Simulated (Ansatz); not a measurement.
Computed with Ansatz on PBE0-D4/def2-TZVP structures; ΔE is electronic, products minus reactants. CCSD(T)/CBS is the MP2 limit (def2-TZVPP, def2-QZVPP) plus CCSD(T) − MP2 in def2-TZVPP, frozen cores. This one scheme is used for every species. For Se outer-core shells are correlated without core-valence functions, which leaves a few kJ/mol of doubt a bond. Scalar relativity is left out up to krypton. Each species was taken in one conformer, which may not be the lowest.

Consider the ligand exchange at a B–Se bond: `C[Se]B[SiH3]` + `OCO` → `OCOB[SiH3]` + `C[SeH]`.

`C[Se]B[SiH3]`:

Z-matrix (Å, degrees):
```
C
Se 1 1.952
H 1 1.089 2 108.7
H 1 1.089 2 108.7 3 -119.4
H 1 1.087 2 108.7 3 120.3
B 2 1.882 1 103.7 3 -119.4
Si 6 2.005 2 118.4 1 180.0
H 6 1.195 2 118.5 1 -0.1
H 7 1.489 6 112.8 2 -0.1
H 7 1.491 6 110.2 2 -121.0
H 7 1.491 6 110.2 2 120.7
```

`OCO`:

```xyz
7

O     0.051   -1.194    0.239
C    -0.266    0.051   -0.308
O     0.418    1.104    0.304
H     0.990   -1.348    0.101
H    -1.351    0.147   -0.196
H    -0.001    0.113   -1.369
H     0.160    1.126    1.230
```

`OCOB[SiH3]`:

Cartesian coordinates in Å:
```
O -1.420 -0.784 0.804
C -1.518 -0.144 -0.419
O -0.855 1.111 -0.419
B 0.477 1.197 -0.209
Si 1.724 -0.375 0.126
H -1.927 -0.292 1.456
H -1.059 -0.808 -1.154
H -2.553 0.069 -0.697
H 0.903 2.320 -0.198
H 1.244 -1.682 -0.403
H 1.928 -0.515 1.596
H 3.056 -0.098 -0.482
```

`C[SeH]`:

Z-matrix (Å, degrees):
```
C
Se 1 1.949
H 1 1.088 2 110.6
H 1 1.087 2 110.6 3 -123.3
H 1 1.089 2 106.0 3 118.4
H 2 1.468 1 95.4 3 61.7
```

```
       species  CCSD/CBS(def2) energy (Eh)
`C[Se]B[SiH3]`                 -2756.81518
         `OCO`                  -190.77260
  `OCOB[SiH3]`                  -506.45747
      `C[SeH]`                 -2441.13890
```

(1) Work out ΔE.

Largest T1 diagnostic among the species: 0.014.

Answers

(1) ΔE = (-506.45747) + (-2441.13890) − (-2756.81518) − (-190.77260) = -0.00859 Eh = -5.4 kcal/mol. CCSD(T)/CBS gives -4.6 kcal/mol.

In def2-TZVPP, CCSD(T) changes the Hartree–Fock value by +4.2 kcal/mol (the triples alone add +0.8 kcal/mol) and MP2 by +5.5 kcal/mol.
